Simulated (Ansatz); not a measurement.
The same molecule with X = F, Cl, Br. Ansatz, PBE0-D4/def2-TZVP geometries, multiplicity 1. Each molecule was computed in one conformer, which needn't be the lowest.

Scalar relativity is left out up to krypton.

```csv
X,molecule,mean X–Ge bond length / Å,HOMO energy (PBE0/def2-TZVPP) / eV,HOMO–LUMO gap (PBE0/def2-TZVPP) / eV,zero-point energy (PBE0-D4/def2-TZVP) / kJ/mol
Cl,`[NH2][Ge][Cl]`,2.209,-7.53,5.72,70.5
Br,`[NH2][Ge][Br]`,2.372,-7.39,5.47,69.7
```

Task: Give the row for X = F, `[NH2][Ge][F]`. (An estimate is asked.)

Result: Ansatz gave: 
```csv
X,molecule,mean X–Ge bond length / Å,HOMO energy (PBE0/def2-TZVPP) / eV,HOMO–LUMO gap (PBE0/def2-TZVPP) / eV,zero-point energy (PBE0-D4/def2-TZVP) / kJ/mol
F,`[NH2][Ge][F]`,1.768,-7.72,6.23,72.1
```

From F to Br the mean X–Ge bond length rises at each step, by 0.604 Å in all; the HOMO energy (PBE0/def2-TZVPP) rises at each step, by 0.33 eV in all; the HOMO–LUMO gap (PBE0/def2-TZVPP) falls at each step, by 0.76 eV in all; the zero-point energy (PBE0-D4/def2-TZVP) falls at each step, by 2.4 kJ/mol in all. Bonds lengthen as the atom grows down the group.

Spin–orbit coupling is left out; it splits and shifts lone-pair levels of the heavy atoms by tenths of an eV.
